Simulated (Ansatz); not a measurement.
Reaction (redistribution): `[AlH2][C@@H]1O[Si@H]1Cl` + `C[S][SnH2][CH3]` → `[CH3][SnH2][AlH2]` + `CS[C@H]1O[Si@@H]1Cl`

Program: Ansatz. Geometries: PBE0-D4/def2-TZVP. ΔE: electronic, gas phase. CCSD(T)/CBS is the MP2 limit (def2-TZVPP, def2-QZVPP) plus CCSD(T) − MP2 in def2-TZVPP, frozen cores. Functionals use def2-TZVPP. def2 core potentials past Kr. For Sn outer-core shells are correlated without core-valence functions, which leaves a few kJ/mol of doubt a bond. One conformer a species, not always the lowest.

```csv
level,ΔE (kcal/mol),difference from CCSD(T)/CBS
PBE-D4,9.3,-3.0
r2SCAN-D4,11.2,-1.1
ωB97X-V,11.3,-1.0
ωB97M-V,12.2,-0.1
PBE,8.9,-3.4
MP2/def2-TZVPP,12.4,0.1
CCSD/def2-TZVPP,11.7,-0.6
CCSD(T)/def2-TZVPP,11.7,-0.6
HF/def2-QZVPP,13.1,0.8
MP2/def2-QZVPP,12.9,0.6
CCSD(T)/CBS,12.3,0
```

Largest T1 diagnostic among the species: 0.013.

CCSD(T)/CBS has its own doubt, a few kJ/mol and more with outer-core shells, so smaller differences from it don't rank the levels.
